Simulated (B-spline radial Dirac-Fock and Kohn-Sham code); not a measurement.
Relativistic shifts of the levels of Tl¹⁹⁺

System: Tl¹⁹⁺, [Kr] 4d10 4f14 5s2.

Both columns are ΔSCF binding energies of the configuration average from a radial finite-basis atomic code: non-relativistic Hartree-Fock with a point nucleus, and Dirac-Fock with a finite nucleus and the Coulomb interaction alone, averaged over the two j levels with weights 2j+1.

```csv
shell,Hartree-Fock (eV),Dirac-Fock (eV),shift (eV),shift (%)
1s,77966.6,86470.4,+8503.79,+10.91
2s,13581.4,15877.6,+2296.24,+16.91
2p,13066.3,13846.3,+780.08,+5.97
3s,3595.9,4177.1,+581.19,+16.16
3p,3351.5,3574.9,+223.35,+6.66
3d,2901.9,2885.4,-16.48,-0.57
4s,1144.4,1297.3,+152.87,+13.36
4p,1035.6,1093.4,+57.83,+5.58
4d,838.0,835.8,-2.22,-0.27
4f,569.5,555.8,-13.75,-2.41
5s,483.6,524.8,+41.12,+8.50
```

Relativity binds 1s, 2s, 2p, 3s, 3p, 4s, 4p, 5s more strongly, among those listed most of all 2s in relative terms, and 3d, 4d, 4f more weakly, because the contracted s and p shells screen the nucleus better.

Values without a named source are computed, but for edge energies of neutral atoms, which are taken from tables.
